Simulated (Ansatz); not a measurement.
`[F][In]([SH])[SH]`, charge 0, multiplicity 1.

(1) Give a relaxed structure at PBE0-D4/def2-TZVP (Ansatz). (An estimate is asked.)

Answers

(1) The calculation gave: 
Z-matrix (Å, degrees):
```
In
S 1 2.360
S 1 2.357 2 131.6
F 1 1.946 2 113.6 3 -179.9
H 2 1.345 1 91.3 3 180.0
H 3 1.345 1 92.9 2 0.3
```
Point group Cs.
